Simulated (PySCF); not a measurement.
# Working out the ionisation energy of Hg⁺

Hg⁺ [Xe] 4f14 5d10 6s1 (2S) → Hg²⁺ [Xe] 4f14 5d10 (1S). All numbers are calculated (PySCF 2.14, scalar relativity through the core potential, in def2-SVP with the def2 core potential (60 electrons) (6s3p2d1f, 32 functions)). Frozen: 5s2 5p6. Energies in hartree (1 hartree = 27.21139 eV):

```tsv
part	Hg⁺ (lower)	Hg²⁺ (upper)
UHF	-152.237660	-151.607036
CCSD correlation	-0.232608	-0.191249
(T)	-0.002263	-0.001614
```

What does Hartree-Fock give?

(-151.607036) − (-152.237660) = 0.630624 hartree = 17.160 eV.

What do CCSD and CCSD(T) give?

The CCSD correlation energies differ by 0.041359 hartree = 1.125 eV and the triples by 0.000649 hartree = 0.018 eV, so CCSD gives 18.285 eV and CCSD(T) 18.303 eV.

Measured between the centres of the two terms (NIST): 18.757 eV, so CCSD(T) (valence) is off by -0.454 eV.

A double-zeta basis recovers only part of the correlation energy.

What remains against the reference includes basis incompleteness, the frozen core and higher excitations.
